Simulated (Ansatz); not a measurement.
`FB(S)[CH2][GeH3]`. Charge 0, multiplicity 1. Correlated methods include outer-core shells of Ge, which these sets cover unevenly. Scalar relativity is left out up to krypton.

Z-matrix (Å, degrees):
```
C
Ge 1 1.975
B 1 1.546 2 110.4
H 1 1.091 2 106.4 3 -123.2
H 1 1.093 2 106.3 3 120.5
H 2 1.537 1 110.0 3 -54.4
H 2 1.536 1 109.6 3 65.9
H 2 1.538 1 109.0 3 -174.3
S 3 1.809 1 121.3 2 -94.2
F 3 1.334 1 120.0 2 83.6
H 9 1.343 3 96.2 1 176.5
```

Q: Give the diagnostics of a CCSD(T)/def2-TZVPP run (frozen core, the Gaussian-basis code of Ansatz). (An estimate is asked.)

A: The calculation gave: T1 = 0.0123, largest single amplitude 0.028, largest double 0.022, (T) share of the correlation energy 3.7 %, 9 CCSD cycles. The RHF solution is stable towards an unrestricted one. T1 lies under the customary mark of 0.02 for closed shells.
